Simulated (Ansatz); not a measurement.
C2H6O2, SMILES `COCO` (C–O–C–O torsion 68°, O–C–O–H torsion 64°) (charge 0, multiplicity 1).

Cartesian coordinates (Å):
```xyz
10

C      1.3247    -0.0878    -0.2110
O      0.0805    -0.4730    -0.7499
C     -0.9767    -0.3159     0.1395
O     -1.2674     1.0203     0.4295
H      1.5756    -0.6960     0.6681
H      1.3289     0.9673     0.0787
H      2.0752    -0.2535    -0.9832
H     -0.7486    -0.7791     1.1077
H     -1.8273    -0.8238    -0.3266
H     -1.5648     1.4414    -0.3827
```
Charge 0, multiplicity 1.

Frozen-core energies in 6-31g from Ansatz (a program for electronic structure) at a geometry from PBE0-D3(BJ)/def2-TZVP; the HF reference has <S^2> = 0.00 and the T1 diagnostic is 0.010.

```json
[
 {"level": "HF", "energy (Ha)": "-228.82170", "difference from CCSDT(Q) (mHa)": "464.24"},
 {"level": "MP2", "energy (Ha)": "-229.24342", "difference from CCSDT(Q) (mHa)": "42.53"},
 {"level": "CCSD", "energy (Ha)": "-229.27521", "difference from CCSDT(Q) (mHa)": "10.74"},
 {"level": "CCSD(T)", "energy (Ha)": "-229.28413", "difference from CCSDT(Q) (mHa)": "1.81"},
 {"level": "CCSDT", "energy (Ha)": "-229.28473", "difference from CCSDT(Q) (mHa)": "1.22"},
 {"level": "CCSDT(Q)", "energy (Ha)": "-229.28594", "difference from CCSDT(Q) (mHa)": "0.00"}
]
```
